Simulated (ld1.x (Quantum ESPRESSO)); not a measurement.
# cerium: from the effect back to the setting (TM)

Base potential:

ld1.x (Quantum ESPRESSO) 7.5 input, shortened:

```
&input
   title='Ce', zed=58., rel=2, dft='PBESOL', iswitch=3,
   config='[Xe] 4f1 5d1 6s1 6p0', rel_dist='average'
 /
 &inputp
   pseudotype=2, tm=.true., lloc=2,
   nlcc=.true., rcore=1.00
 /
4
6S  1  0   1.00   0.00  2.70  2.70  0.0
6P  2  1   0.00   0.00  3.45  3.45  0.0
4F  4  3   1.00   0.00  1.40  1.40  0.0
5D  3  2   1.00   0.00  2.70  2.70  0.0
 &test
   configts(1)='4f1 5d1 6s1 6p0'
 /
```

Open shells are filled in proportion to 2j + 1 (rel_dist='average').

Cutoffs, loose and tight: the cutoffs (Ry, on a coarse ladder) from which the occupation-weighted sum of valence levels, in a spherical-Bessel basis at the reference potential, stays within 10 and 1 mRy of its value at 400 Ry. They do not see the model core or the augmentation charge, which bear on the density cutoff. Test errors are all-electron minus pseudo excitation energies from the reference, over the configurations 4f1 5d1 6s2 6p0; 4f1 5d1 6s0 6p0; 4f1 5d0 6s0 6p0; 4f0 5d2 6s1 6p0; 4f0 5d1 6s2 6p0; 4f1 5d1 6s0 6p1; 4f1 5d2 6s1 6p0; variants that change the core or the reference have their own tests. The largest error is taken over the tests solved by every variant that gives reliable tests at all, those not shown here included: 4f1 5d0 6s0 6p0; 4f1 5d1 6s0 6p0; 4f1 5d1 6s2 6p0; 4f1 5d2 6s1 6p0.

Only the scale of all radii but the core radius (base = 1) is moved (1 further runs of the sweep failed or gave no value and are left out):

| scale of all radii but the core radius (base = 1) | cutoff, loose | cutoff, tight | bound ghosts | largest test error (meV) |
| --- | --- | --- | --- | --- |
| 0.87 | 200 Ry | 230 Ry | s, p3/2, p1/2 | -412 |
| 0.96 | 160 Ry | 200 Ry | s, p3/2, p1/2 | -380 |
| 1.03 | 160 Ry | 180 Ry | s, p3/2, p1/2 | -364 |
| 1.21 | 120 Ry | 140 Ry | s, p3/2, p1/2 | -318 |
| 1.29 | 100 Ry | 120 Ry | s, p3/2, p1/2 | -307 |
| 1.38 | 100 Ry | 110 Ry | s, p3/2 | -293 |

Problem. One more run gave cutoff, loose: 140 Ry; cutoff, tight: 160 Ry; bound ghosts: s, p3/2, p1/2; largest test error (meV): -342. Which value of the scale of all radii but the core radius (base = 1) was used?

Solution. 1.11. The tight cutoff moves one way along this sweep, from 230 Ry at 0.87 to 110 Ry at 1.38, which places the run between 1.03 and 1.21.
